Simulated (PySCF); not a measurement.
## SMILES FC=C=C(F)[SiH3], C3H4F2Si

Molfile (atoms numbered from 1):
```
C3H4F2Si
     RDKit          3D

 10  9  0  0  0  0  0  0  0  0999 V2000
    2.9103    0.4798    1.2387 F   0  0  0  0  0  0  0  0  0  0  0  0
    2.0129    0.8839    0.3334 C   0  0  0  0  0  0  0  0  0  0  0  0
    1.0115    0.1450   -0.0401 C   0  0  0  0  0  0  0  0  0  0  0  0
   -0.0653   -0.5110   -0.3645 C   0  0  0  0  0  0  0  0  0  0  0  0
   -0.0570   -1.3662   -1.4136 F   0  0  0  0  0  0  0  0  0  0  0  0
   -1.7018   -0.3922    0.5558 Si  0  0  0  0  0  4  0  0  0  0  0  0
    2.2234    1.8773   -0.0476 H   0  0  0  0  0  0  0  0  0  0  0  0
   -1.5639    0.6709    1.5773 H   0  0  0  0  0  0  0  0  0  0  0  0
   -2.7762   -0.0627   -0.4135 H   0  0  0  0  0  0  0  0  0  0  0  0
   -1.9968   -1.6998    1.1926 H   0  0  0  0  0  0  0  0  0  0  0  0
  1  2  1  0
  2  3  2  0
  3  4  2  0
  4  5  1  0
  4  6  1  0
  2  7  1  0
  6  8  1  0
  6  9  1  0
  6 10  1  0
M  END
```

The calculation used TDDFT CAM-B3LYP/def2-TZVPD circular dichroism and optical rotation, one conformer, gas phase in PySCF. Geometry: PBE0-D3(BJ)/def2-TZVP.

No stereocentre is labelled: unless the shape is locked (an allene, a helicene, a hindered biaryl), the mirror image is equally populated and a measured rotation or CD is zero.

Q: What is the specific rotation at 633, 589.3, 546, 436, 405, 365, 355 nm?

A: [α] in deg dm⁻¹ (g/mL)⁻¹:
| λ (nm) | origin-invariant length gauge | modified velocity gauge | length gauge (centre of mass) | isotropic polarisability (au) |
| --- | --- | --- | --- | --- |
| 633 | +142.1 | +140.8 | +142.8 | 72.4 |
| 589.3 | +168.9 | +167.3 | +169.8 | 72.9 |
| 546 | +204.3 | +202.4 | +205.4 | 73.4 |
| 436 | +376.5 | +372.9 | +378.3 | 75.6 |
| 405 | +471.0 | +466.4 | +473.1 | 76.6 |
| 365 | +665.9 | +659.4 | +668.6 | 78.5 |
| 355 | +736.2 | +729.0 | +739.1 | 79.1 |

Q: And for the mirror image at 589.3 nm?

A: -168.9 deg dm⁻¹ (g/mL)⁻¹ (origin-invariant length gauge): the same size and the opposite sign.

Q: What is the molar rotation [Φ] = [α]·M/100 of the geometry above at 589.3 nm?

A: With M = 106.15 g/mol, +179.3 deg cm² dmol⁻¹ (origin-invariant length gauge).

The first excitation lies at 5.27 eV (235 nm) with R = +6.5 × 10⁻⁴⁰ esu² cm² (velocity form).
